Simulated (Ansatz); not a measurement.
Consider the redistribution: `B[SiH](F)[SiH2]N` + `ClB[TeH]` → `B[SiH](F)BCl` + `N[SiH2][TeH]`.

Program: Ansatz. Geometries: PBE0-D4/def2-TZVP. ΔE: electronic, gas phase. CBS: MP2 limit from def2 TZ/QZ plus the TZ coupled-cluster correction, frozen cores. Elements past krypton have def2 core potentials. For Te outer-core shells are correlated without core-valence functions, which leaves a few kJ/mol of doubt a bond. Each species was taken in one conformer, which may not be the lowest.

```
           species  CCSD(T)/CBS(def2) energy (Eh)
`B[SiH](F)[SiH2]N`                     -761.70425
        `ClB[TeH]`                     -753.54186
    `B[SiH](F)BCl`                     -900.68555
    `N[SiH2][TeH]`                     -614.55865
```

Task: Work out ΔE.

Result: ΔE = (-900.68555) + (-614.55865) − (-761.70425) − (-753.54186) = 0.00191 Eh = +0.05 eV.

Largest T1 diagnostic among the species: 0.014.

From PBE to PBE0 (25 % exact exchange), in def2-TZVPP and without D4, ΔE moves by −0.05 eV. In def2-TZVPP, CCSD(T) changes the Hartree–Fock value by +0.17 eV (the triples alone add +0.03 eV) and MP2 by +0.16 eV.
